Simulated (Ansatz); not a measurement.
A CCSD(T) single point on CH$_{5}$ClO$_{2}$Sn, SMILES `[CH3][Sn]([OH])([OH])[Cl]`.

```yaml
crystal:
  periodic: [false, false, false]
  atoms:
    - {symbol: C, position_ang: [-1.461659, -0.727371, -0.448459]}
    - {symbol: Sn, position_ang: [0.294587, 0.299142, 0.102407]}
    - {symbol: O, position_ang: [1.348376, -0.577670, 1.494025]}
    - {symbol: O, position_ang: [1.433358, 0.476761, -1.466851]}
    - {symbol: Cl, position_ang: [-0.118576, 2.427657, 0.966685]}
    - {symbol: H, position_ang: [-1.841634, -0.299088, -1.374575]}
    - {symbol: H, position_ang: [-2.201011, -0.623333, 0.343517]}
    - {symbol: H, position_ang: [-1.218243, -1.778623, -0.597270]}
    - {symbol: H, position_ang: [1.517239, 0.002508, 2.241422]}
    - {symbol: H, position_ang: [2.330764, 0.748919, -1.257900]}
basis:
  gaussian: {orbitals: def2-SVP}
correlation: {method: ccsd_t}
```

```sh
$ ansatz run in.yaml --threads 4 --pin off --events-out ev --progress --plain --max-ram 10444MiB
```

The program prints (abridged):

```
Functional definition: HF
1165 factors; integrals over basis functions are off by at most 1.2e-3 eV
mean field evaluation 1: about -23482.0547 eV, gradient 5.0e1 eV
mean field evaluation 2: about -23482.0723 eV, gradient 5.0e1 eV
mean field evaluation 4: about -23486.9826 eV, gradient 3.2e0 eV
mean field evaluation 8: about -23487.0190 eV, gradient 2.0e-4 eV
mean field -23487.01895004 eV, -863.1320263406 hartree, gradient 1.3e-6 eV, S^2 0.000000; 0 other end points of the search recorded, 0 dependent functions left out
12 core orbitals not correlated: weight in the atoms' cores, before any rotation towards them, 1.000 or more for the frozen orbitals, at most 0.000 for the correlated occupied ones
reference -23487.01895004 eV, -863.1320263406 hartree; 21, 21 occupied and 78, 78 virtual orbitals, 1165 factors
second order -20.86176842 eV of doubles, -0.00000000 eV of singles
cycle   1  -21.31164430 eV  change   -4.5e-1 eV  update   1.1e-1
cycle   2  -21.78281785 eV  change   -4.7e-1 eV  update   3.2e-2
cycle   3  -21.92266881 eV  change   -1.4e-1 eV  update   1.7e-2
cycle   4  -21.92124765 eV  change    1.4e-3 eV  update   3.9e-3
cycle   5  -21.91938394 eV  change    1.9e-3 eV  update   1.6e-3
cycle   6  -21.91959070 eV  change   -2.1e-4 eV  update   5.5e-4
cycle   7  -21.91937896 eV  change    2.1e-4 eV  update   1.9e-4
cycle   8  -21.91932812 eV  change    5.1e-5 eV  update   5.7e-5
cycle   9  -21.91933878 eV  change   -1.1e-5 eV  update   1.9e-5
perturbative correction -0.52881589 eV, -0.0194336254 hartree
Total energy: -23509.46710471 eV, -863.9569808088 hartree
```

Hardware: 4 threads of an Intel Xeon 6975P-C on a shared host. Wall time 4.8 s, peak host memory 0.64 GiB.

The correlation energy is -22.448 eV, 2.4 % of it from (T); the T1 diagnostic reads 0.0110.
